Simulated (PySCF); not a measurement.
C5H12B (SMILES [CH2]B(CC)CC), doublet, at a GFN2-xTB geometry; PBE/def2-SVP (PySCF).

The PySCF input:
```python
from pyscf import gto, scf, dft

mol = gto.M(
    atom='''
C     0.104090    0.618832   -1.643246
B    -0.036732    0.386087   -0.176444
C     1.170714   -0.052867    0.768688
C     2.475888   -0.451678    0.082724
C    -1.475183    0.549100    0.517368
C    -2.264545   -0.751070    0.319084
H     1.021739    0.925032   -2.120996
H    -0.715777    0.526620   -2.339426
H     0.855024   -0.872370    1.420101
H     1.371382    0.787438    1.442632
H     2.317803   -1.301654   -0.577361
H     2.866343    0.371958   -0.510339
H     3.231856   -0.727673    0.816962
H    -1.391054    0.744771    1.587367
H    -2.052474    1.368411    0.085691
H    -2.390189   -0.967764   -0.739213
H    -1.744730   -1.589281    0.777592
H    -3.252049   -0.669828    0.771508
''',
    basis='def2-svp',
    charge=0,
    spin=1,
    verbose=4,
)

mf = dft.UKS(mol)
mf.xc = 'pbe'
mf.kernel()
```

It wrote (shortened):

```
PySCF version 2.14.0

[INPUT] verbose = 4
[INPUT] num. atoms = 18
[INPUT] num. electrons = 47
[INPUT] charge = 0
[INPUT] spin (= nelec alpha-beta = 2S) = 1
[INPUT] symmetry False subgroup None
[INPUT] Mole.unit = angstrom
[INPUT] Symbol           X                Y                Z      unit          X                Y                Z       unit  Magmom
[...]
nuclear repulsion = 219.599718508357
number of shells = 72
number of NR pGTOs = 228
number of NR cGTOs = 144
basis = def2-svp
ecp = {}

******** <class 'pyscf.dft.uks.UKS'> ********
method = UKS
initial guess = minao
damping factor = 0
level_shift factor = 0
DIIS = <class 'pyscf.scf.diis.CDIIS'>
diis_start_cycle = 1
diis_space = 8
diis_damp = 0
SCF conv_tol = 1e-09
SCF conv_tol_grad = None
SCF max_cycles = 50
direct_scf = True
direct_scf_tol = 1e-13
number electrons alpha = 24  beta = 23
XC library pyscf.dft.libxc version 7.1.2
    S. Lehtola, C. Steigemann, M. J. T. Oliveira, and M. A. L. Marques,  SoftwareX 7, 1–5 (2018)
XC functionals = pbe
    J. P. Perdew, K. Burke, and M. Ernzerhof,  Phys. Rev. Lett. 77, 3865 (1996)
    J. P. Perdew, K. Burke, and M. Ernzerhof,  Phys. Rev. Lett. 78, 1396 (1997)
    J. P. Perdew, K. Burke, and M. Ernzerhof,  Phys. Rev. Lett. 77, 3865 (1996)
    J. P. Perdew, K. Burke, and M. Ernzerhof,  Phys. Rev. Lett. 78, 1396 (1997)
radial grids:
    Treutler-Ahlrichs [JCP 102, 346 (1995); DOI:10.1063/1.469408] (M4) radial grids

becke partition: Becke, JCP 88, 2547 (1988); DOI:10.1063/1.454033
pruning grids: <function nwchem_prune>
grids dens level: 3
symmetrized grids: False
atomic radii adjust function: <function treutler_atomic_radii_adjust>
small_rho_cutoff = 0
Set gradient conv threshold to 3.16228e-05
tot grids = 202336
init E= -222.042976424712

cycle= 1 E= -221.929796013095  delta_E= 0.113  |g|= 0.45  |ddm|= 2.96
cycle= 2 E= -221.743004184661  delta_E= 0.187  |g|= 0.723  |ddm|= 1.48
cycle= 3 E= -222.048618141752  delta_E= -0.306  |g|= 0.103  |ddm|= 0.976
cycle= 4 E= -222.05466135809  delta_E= -0.00604  |g|= 0.0283  |ddm|= 0.14
cycle= 5 E= -222.055113532758  delta_E= -0.000452  |g|= 0.00674  |ddm|= 0.0355
cycle= 6 E= -222.055137495254  delta_E= -2.4e-05  |g|= 0.00289  |ddm|= 0.0112
cycle= 7 E= -222.05514186085  delta_E= -4.37e-06  |g|= 0.00123  |ddm|= 0.0044
cycle= 8 E= -222.055142726447  delta_E= -8.66e-07  |g|= 0.000334  |ddm|= 0.00171
cycle= 9 E= -222.055142792766  delta_E= -6.63e-08  |g|= 0.00012  |ddm|= 0.000569
cycle= 10 E= -222.055142799737  delta_E= -6.97e-09  |g|= 5.84e-05  |ddm|= 0.000189
cycle= 11 E= -222.055142801533  delta_E= -1.8e-09  |g|= 1.66e-05  |ddm|= 7.65e-05
cycle= 12 E= -222.055142801651  delta_E= -1.19e-10  |g|= 8.55e-06  |ddm|= 2.69e-05
Extra cycle  E= -222.055142801577  delta_E= 7.44e-11  |g|= 1.45e-05  |ddm|= 2.64e-05
converged SCF energy = -222.055142801577  <S^2> = 0.75295667  2S+1 = 2.0029545
```
